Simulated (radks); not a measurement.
Values are calculated unless marked as measured or tabulated.
These are the eigenvalues of the occupied orbitals of an atom or ion with whole-number occupations (eV). Level of theory: scalar-relativistic Kohn-Sham, r2SCAN, spin-unpolarised, spherical densities, finite nucleus; meta-GGA in the generalised Kohn-Sham scheme; Fermi nuclear charge, rms radius of each element as measured or else 0.836 A^(1/3) + 0.57 fm (a radial shooting solver on a logarithmic mesh with Libxc functionals).

| orbital | eigenvalue |
|---|---|
| 1s | -26576.10 |
| 2s | -3960.126 |
| 2p | -3550.472 |
| 3s | -744.0941 |
| 3p | -608.6580 |
| 3d | -397.1864 |
| 4s | -108.9224 |
| 4p | -69.0571 |
| 4d | -12.1946 |
| 5s | -5.8495 |

Which element is it, and in what charge state? The configuration may be excited.

Answer. Z = 48, cadmium, charge 0: Cd in [Kr] 4d10 5s2. The list shows which subshells hold electrons but not how many an open one holds; the 1s level, -976.65 hartree, gives Z - s = 44.2 by -(Z - s)^2/2, which with screening and relativity narrows Z to a few neighbours, and the depths of the outer levels then fix element, charge and occupations together.
